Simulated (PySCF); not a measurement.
Point-charge models of `C[Si]1(C#N)C[SiH2]C1` against its computed dipole.

Coordinates (GFN2-xTB, Å) and charges (e) from the PBE0/pcSseg-1 density (PySCF):

```csv
atom,x,y,z,Mulliken,IAO,Hirshfeld,ESP-fitted
C1,2.043,-0.956,0.096,-0.6149,-0.7151,-0.2032,-0.7927
Si2,0.578,0.218,-0.174,+1.0731,+1.0474,+0.4375,+0.7975
C3,1.244,1.800,-0.922,-0.2085,-0.1559,-0.0343,+0.1287
N4,1.642,2.772,-1.381,-0.2116,-0.2022,-0.2065,-0.3936
C5,-0.945,-0.441,-1.139,-0.8478,-0.8372,-0.2549,-0.6580
Si6,-2.107,-0.137,0.362,+0.6576,+0.7660,+0.3534,+0.6329
C7,-0.589,0.568,1.309,-0.8479,-0.8371,-0.2549,-0.6547
H8,2.778,-0.520,0.767,+0.1546,+0.1684,+0.0516,+0.1962
H9,1.707,-1.892,0.530,+0.1448,+0.1626,+0.0500,+0.2184
H10,2.544,-1.182,-0.840,+0.1546,+0.1684,+0.0516,+0.1968
H11,-0.870,-1.477,-1.460,+0.1665,+0.1635,+0.0377,+0.1545
H12,-1.201,0.138,-2.023,+0.1781,+0.1711,+0.0403,+0.1444
H13,-3.177,0.827,0.116,-0.0686,-0.1146,-0.0710,-0.1278
H14,-2.642,-1.367,0.951,-0.0746,-0.1200,-0.0754,-0.1396
H15,-0.677,1.618,1.574,+0.1781,+0.1711,+0.0404,+0.1428
H16,-0.335,0.039,2.224,+0.1665,+0.1636,+0.0377,+0.1540
```

Task: Form Σ q r in debye for every column and set it beside the full dipole.

Result: The full density gives (-1.10, -3.49, 1.60) D, 3.99 D in size; dipole vectors point from the negative to the positive end.

| scheme | μx | μy | μz | size (D) | share of the full size (%) | angle to the full dipole (°) |
| --- | --- | --- | --- | --- | --- | --- |
| Mulliken | -1.81 | -3.64 | 1.76 | 4.43 | 111 | 8 |
| IAO | -1.80 | -2.89 | 1.45 | 3.70 | 93 | 13 |
| Hirshfeld | -1.12 | -2.63 | 1.25 | 3.12 | 78 | 5 |
| ESP-fitted | -1.12 | -3.51 | 1.61 | 4.02 | 101 | 0 |

Task: Which set comes closest?

Result: Length of the difference vector: ESP-fitted 0.03 D, Mulliken 0.75 D, Hirshfeld 0.93 D, IAO 0.94 D. Closest: ESP-fitted. The schemes that divide the density aren't constrained to reproduce the dipole.

Task: What is left for the Hirshfeld atoms' own dipoles?

Result: The shares of the density sum to the whole, so what Σ q r misses lies in dipoles about the nuclei. The atomic dipoles sum to (-1.10, -3.49, 1.60) − (-1.12, -2.63, 1.25) = (0.02, -0.86, 0.35) D, 0.93 D in size.

Task: With the origin at the mean of the coordinates, (0.000, 0.001, -0.001) Å, which are the largest single terms, by size, of the Mulliken dipole along the direction of the full one?

Result: N4 +3.48, Si6 +2.66, C3 +2.29, Si2 -2.15, H9 +0.97 D; all 16 atoms together +4.38 D. The single terms depend on the origin, their sum doesn't.

Task: Give the size of the full dipole in other units.

Result: 3.99 D = 1.571 au = 0.831 e·Å = 13.32 × 10⁻³⁰ C·m.

Isolated species at its GFN2-xTB geometry, gas phase.
